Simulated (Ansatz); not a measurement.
Z-matrix (Å, degrees):
```
Si
O 1 1.6643
H 2 0.9597 1 118.14
C 1 1.8653 2 104.93 3 180.00
H 4 1.0919 1 110.94 2 59.96
H 4 1.0919 5 107.90 1 121.72
H 4 1.0926 5 107.97 6 116.47
C 1 1.8744 2 110.34 3 -60.43
H 8 1.0921 1 111.07 2 -57.77
H 8 1.0931 9 107.89 1 121.89
H 8 1.0932 9 107.82 10 115.70
C 1 1.8744 2 110.34 3 60.43
H 12 1.0921 1 111.07 2 57.77
H 12 1.0931 13 107.89 1 -121.89
H 12 1.0932 13 107.82 14 -115.70
```
Charge 0, spin multiplicity 1.

Calculation: Ansatz (an electronic-structure program) with frozen-core CCSD(T)/cc-pVTZ // B3LYP-D3(BJ)/def2-TZVP.

- HF energy: -483.39783 Ha
- MP2 correlation energy: -0.90606 Ha

Question: Estimate the CCSD correlation energy, the (T) correction, the total energy and the T1 diagnostic.

Answer: 
```
Property                         Value
-----------------------  -------------
CCSD correlation energy    -0.95829 Ha
(T) correction             -0.03541 Ha
CCSD(T) total energy     -484.39153 Ha
T1 diagnostic                    0.010
```
